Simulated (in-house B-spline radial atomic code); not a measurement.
## RPA and G0W0 on BLYP: Si7+

Configuration [He] 2s2 2p3, highest spin, mean-field start BLYP. Computed with a B-spline radial code for spherical atoms: all electrons, non-relativistic, point nucleus, each spin shell either full or empty, empty states to l = 9 with an (l + 1/2)⁻⁴ tail; G0W0 by contour deformation at full frequency.

Command:
```bash
python run_gw.py task.json out
```
Settings (radii: box in bohr, nucleus in fm):
```
Z                        14
electrons                7
configuration            [He] 2s2 2p3
hamiltonian              nr
method                   b88,lyp
lmax                     9
spin_polarised           True
box_radius               8.41
intervals                46
```

Time taken, with all properties: 1.2 s on 1 thread of Arm Neoverse N1 (shared host).

Energies (hartree):

```
                                     term       value
                         mean-field total  -262.83771
Hartree-Fock functional on these orbitals  -262.62960
                      direct second order     -0.4388
                    second-order exchange     0.21636
                         SOSEX correction     0.19356
```

What is the RPA correlation energy, and what remains with SOSEX?

RPA gives -0.39317 hartree (-1.53 eV per electron); RPA + SOSEX gives -0.19961, and the second-order doubles -0.22245 hartree (no singles). SOSEX takes back 49 % of the RPA value.

Quasi-particle levels (eV):

```
  level  occupied  mean field  Σx - vxc     Σc  QP weight     G0W0
  2p up       yes     -281.19    -24.29      ?          ?        ?
2s down       yes     -305.03    -14.94  -3.25      0.971  -323.22
2p down        no     -266.68     24.59  -4.34      0.979  -246.42
```

G0W0 = mean field + (Σx - vxc) + Σc, with Σc (partial-wave tail included) taken at the quasi-particle energy. Levels of low weight are left out.

Where does G0W0 put 2p up?

At -303.47 eV, with Σc = 2.02 eV and a quasi-particle weight of 0.968. The tabulated removal energy is 303.59 ± 0.05 eV (NIST, semi-empirical); the calculation leaves out relativity, Breit and QED terms, and what these don't explain is the method's own error.
